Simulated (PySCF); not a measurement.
## How methods differ on the ionisation energy of As⁺

As⁺ [Ar] 3d10 4s2 4p2 (3P) → As²⁺ [Ar] 3d10 4s2 4p1 (2P), as a difference of total energies. All numbers are calculated (PySCF 2.14, the spin-free X2C one-electron Hamiltonian (Gaussian nucleus), in x2c-TZVPPall (6s5p4d1f, 48 functions)). Correlated levels: valence: [Ar] 3d10 frozen; valence and next inner shell: [Ne] frozen. The calculations carry no spin-orbit coupling.

| method | ionisation energy (eV) |
| --- | --- |
| UHF | 17.939 |
| LDA | 18.628 |
| PBE0 | 18.532 |
| r2SCAN | 18.685 |
| LC-wPBE | 18.631 |
| BHandHLYP | 18.388 |
| M06-2X | 18.301 |
| r2SCANh | 18.682 |
| ROHF | 17.936 |
| MP2 (valence) | 18.313 |
| SCS-MP2 (valence) | 18.240 |
| SCS-MP2 (valence and next inner shell) | 18.321 |

Estimate what MP2 (valence and next inner shell) gives.

18.433 eV, closest to BHandHLYP among the rows shown.

Estimate what PBE gives.

18.487 eV, closest to PBE0 among the rows shown.

A first-order spin-orbit estimate (lowest level to lowest level, LS coupling) adds -0.034 eV.

Errors of the correlated levels include the incompleteness of this basis and the frozen core.

For comparison: 18.589 eV (measured; NIST Atomic Spectra Database, ionization energies).
